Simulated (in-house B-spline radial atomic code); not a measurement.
How numerical settings move a run on Ge8+, [Ar] 3d6. Computed with a B-spline radial code for spherical atoms: Dirac-Kohn-Sham BLYP, spherical fractional occupations, Fermi nucleus of rms radius 4.0742 fm.

Command:
```bash
python run_scf.py task.json out
```
Settings of the sound reference run:
```
Z                32
electrons        24
configuration    [Ar] 3d6
hamiltonian      dirac
method           b88,lyp
spin_polarised   False
nucleus          fermi
rms_radius       4.0742
mass_number      74
atomic_mass      73.92118
speed_of_light   137.036
knot_spacing     0.22
spline_order     8
gauss_points     12
box_radius       6.9
max_iterations   70
damping          0.5
damped_steps     3
diis_vectors     10
tolerance        1e-08
start            Thomas-Fermi
```

Time taken, with all properties: 0.91 s on 1 thread of Arm Neoverse V1, with other jobs on the host.

It converges in 9 iterations to -2075.763645 hartree, with 3d5/2 at -195.618 eV. The other runs change the listed settings, some to values that make no sense; their results aren't properties of the atom or ion. Radii are in bohr (the nuclear one in fm), a minus after a letter asks for a j subshell, and «unchanged» means within 1e-8 hartree. The run stops when the residual is below 10 × tolerance × max(1, Z/10), or a noise floor if that is larger, and the energy moves by less than 1e-8 × √|E| hartree; so very loose and very tight tolerances often act alike.

| changed settings | outcome |
| --- | --- |
| spline_order = 4 | converged in 9 iterations, energy +7.79e-04 hartree from the reference, 3d5/2 level -5.3e-04 eV |
| spline_order = 6 | converged in 9 iterations, energy +1.50e-06 hartree from the reference, 3d5/2 level -5.5e-06 eV |
| max_iterations = 75, tolerance = 1e-13, start = bare nucleus | converged in 9 iterations, energy unchanged, 3d5/2 level -7.1e-07 eV |
| damping = 0.95 | converged in 10 iterations, energy unchanged, 3d5/2 level -8.9e-07 eV |
| spline_order = 3 | converged in 8 iterations, energy +4.88e-02 hartree from the reference, 3d5/2 level -2.1e-02 eV |
| spline_order = 7 | converged in 9 iterations, energy +5.47e-07 hartree from the reference, 3d5/2 level +2.9e-06 eV |
| gauss_points = 4, box_radius = 27.6, max_iterations = 100 | converged in 9 iterations, energy +4.30e-07 hartree from the reference |
| method = revtpss,revtpss | stopped with error: meta-GGAs are not served with the Dirac Hamiltonian |
| electrons = 25, configuration = [Ar] 3d6 3f1, max_iterations = 100 | stopped with error: there is no 3f shell |
| damping = 0.8 | converged in 9 iterations, energy unchanged, 3d5/2 level +9.0e-06 eV |
| max_iterations = 3 | not converged after 3 iterations, last residual 2.1e-01, last energy +5.80e-01 hartree from the reference |
| gauss_points = 8, max_iterations = 12, tolerance = 1e-13, start = bare nucleus | converged in 9 iterations, energy unchanged, 3d5/2 level -6.9e-07 eV |
| spline_order = 10 | converged in 9 iterations, energy +2.26e-07 hartree from the reference, 3d5/2 level +1.8e-06 eV |
| damping = 0.2 | converged in 8 iterations, energy unchanged, 3d5/2 level -1.2e-05 eV |
| box_radius = 1.38, first_knot = 0.00313, max_iterations = 60, tolerance = 0.01 | converged in 8 iterations, energy +2.24e+00 hartree from the reference, 3d5/2 level +1.8e+01 eV (the program warns: 3d5/2 reaches the box edge; 3s1/2 reaches the box edge) |

(1) What happens with max_iterations = 8?

(2) What happens with gauss_points = 3, first_knot = 0.0938, max_iterations = 100, diis_vectors = 4?

(3) What happens with max_iterations = 12?

(4) What happens with electrons = 25, configuration = [Ar] 3d6 4p-1, max_iterations = 50?

## Answers

(1) Not converged after 8 iterations, last residual 6.9e-07, last energy -3.00e-10 hartree from the reference.

(2) Converged in 10 iterations, energy +2.00e+03 hartree from the reference, 3d5/2 level +1.7e+02 eV (the program warns: 3d5/2 reaches the box edge; 1s1/2 reaches the box edge).

(3) Converged in 9 iterations, energy unchanged.

(4) Converged in 9 iterations to -2079.4947 hartree, a different physical problem.
